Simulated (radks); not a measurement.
Trend from Sc to Kr: ionisation energy by Delta-SCF between NIST ground configurations, and size. Method: scalar-relativistic Kohn-Sham, SCAN, spin-polarised, spherical densities, finite nucleus; open shells are filled with parallel spins first; meta-GGA in the generalised Kohn-Sham scheme; Fermi nuclear charge, rms radius of each element as measured or else 0.836 A^(1/3) + 0.57 fm; computed with a radial shooting solver on a logarithmic mesh with Libxc functionals.

species,configuration,IE (eV),NIST (eV),kind,outermost,<r> outermost (bohr)
Sc,[Ar] 3d1 4s2,6.202,6.561,exp.,4s,3.85
Cr,[Ar] 3d5 4s1,7.596,6.767,exp.,4s,3.22
Cu,[Ar] 3d10 4s1,8.420,7.726,exp.,4s,2.85
Br,[Ar] 3d10 4s2 4p5,11.971,11.814,exp.,4p,2.11
Kr,[Kr],14.424,14.000,exp.,4p,1.93

Reference values: NIST Atomic Spectra Database (measured). Open shells are spherical and high-spin; term and fine-structure splittings are not resolved.
